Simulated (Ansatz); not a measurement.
Cost and result for the atomization energy of `O[SiH2][SiH2]F` (9 atoms, 8 bonds).

```xyz
9

O     0.516    2.009   -0.258
Si    0.933    0.413   -0.191
Si   -0.908   -1.022    0.100
F    -1.903   -0.955   -1.160
H     0.020    2.377    0.475
H     1.863    0.131    0.944
H     1.633    0.127   -1.466
H    -0.457   -2.432    0.250
H    -1.697   -0.648    1.307
```

The species carries charge 0 and has multiplicity 1. All single points use the PBE0-D4/def2-TZVP geometry. It is one conformer, not always the lowest. Program: Ansatz. All runs use 2 threads of a server CPU on a shared host. Times are those of one run each, without the atoms' runs, and a repeat can differ threefold. Electronic energies, without spin–orbit coupling; frozen cores. CCSD(T)/CBS adds CCSD(T) − MP2 in def2-TZVPP to the MP2 limit, and its time is that of the two runs behind it. T1 = 0.012. B3LYP takes the VWN-RPA correlation (the form of Gaussian; ORCA's B3LYP/G).

CCSD(T)/CBS is a level of theory with its own doubt, some kJ/mol a heavy atom from the limit and from the frozen cores, so smaller differences don't rank the functionals.

```tsv
level	functions	wall time	atomization (kcal/mol)	difference from CCSD(T)/CBS	per bond
PBE-D4/def2-TZVPP (with forces)	216	3.5 s	722.1	-6.7	-0.8
PBE0-D4/def2-TZVPP	216	3.8 s	711.8	-17.0	-2.1
B3LYP-D4/def2-TZVPP (with forces)	216	6 s	721.3	-7.5	-0.9
r2SCAN-D4/def2-TZVPP (with forces)	216	6.5 s	723.6	-5.2	-0.6
B2PLYP/def2-TZVPP	216	7 s	715.2	-13.6	-1.7
ωB97X-V/def2-TZVPP	216	11 s	729.0	0.2	0.0
ωB97M-V/def2-TZVPP (with forces)	216	15 s	724.5	-4.3	-0.5
MP2/def2-QZVPP	404	27 s	729.3	0.5	0.1
CCSD(T)/def2-TZVPP	216	120 s	706.6	-22.2	-2.8
CCSD(T)/CBS(def2)	–	2.4 min	728.8	0.0	0.0
```

In def2-TZVPP, CCSD(T) changes the Hartree–Fock value by +169.5 kcal/mol (the triples alone add +8.1 kcal/mol) and MP2 by +178.7 kcal/mol; breaking electron pairs costs correlation energy, which Hartree–Fock lacks. From PBE to PBE0 (25 % exact exchange), in def2-TZVPP and without D4, the atomization energy moves by −9.7 kcal/mol: exact exchange takes away binding that semilocal exchange gives to molecules. The D4 term adds +6.3 kcal/mol with B3LYP and +3.3 kcal/mol with PBE0; it sums over pairs of atoms, weighted by their polarisabilities, and B3LYP, whose exchange is more repulsive, gets the larger term.
